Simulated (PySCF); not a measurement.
FHMgO, SMILES [OH][Mg][F].

Geometry optimised at PBE-D3(BJ)/def2-TZVP. The values are those of a single conformer.

Level of theory: PySCF 2.14.0 with TDA-CAM-B3LYP/def2-TZVPD.

Vertical excitations. The molecule is in vacuum. State labels are in the subgroup Cs.

| state | symmetry | energy (eV) | λ (nm) | f | main pairs |
|---|---|---|---|---|---|
| S1 | A" | 5.43 | 228 | 0.049 | HOMO→LUMO 96 % |
| S2 | A' | 5.73 | 216 | 0.063 | HOMO−1→LUMO 94 % |
| S3 | A" | 7.13 | 174 | 0.048 | HOMO−2→LUMO 93 % |
| S4 | A' | 7.14 | 174 | 0.047 | HOMO−3→LUMO 93 % |
| S5 | A" | 7.38 | 168 | 0.000 | HOMO→LUMO+1 85 % |
| S6 | A' | 7.55 | 164 | 0.005 | HOMO−1→LUMO+1 44 %, HOMO→LUMO+2 42 % |
| S7 | A" | 7.64 | 162 | 0.017 | HOMO→LUMO+3 72 %, HOMO→LUMO+4 20 % |
| S8 | A" | 7.67 | 162 | 0.008 | HOMO−1→LUMO+2 85 % |
| S9 | A' | 7.79 | 159 | 0.018 | HOMO−1→LUMO+3 55 %, HOMO−1→LUMO+4 16 %, HOMO−1→LUMO+1 11 % |
| S10 | A' | 8.00 | 155 | 0.060 | HOMO−4→LUMO 85 % |
| T1 | A" | 5.10 | 243 | 0 | HOMO→LUMO 94 % |
| T2 | A' | 5.26 | 236 | 0 | HOMO−1→LUMO 93 % |
| T3 | A" | 6.86 | 181 | 0 | HOMO−2→LUMO 91 % |
| T4 | A' | 6.86 | 181 | 0 | HOMO−3→LUMO 91 % |
Triplets are in the Tamm–Dancoff approximation.
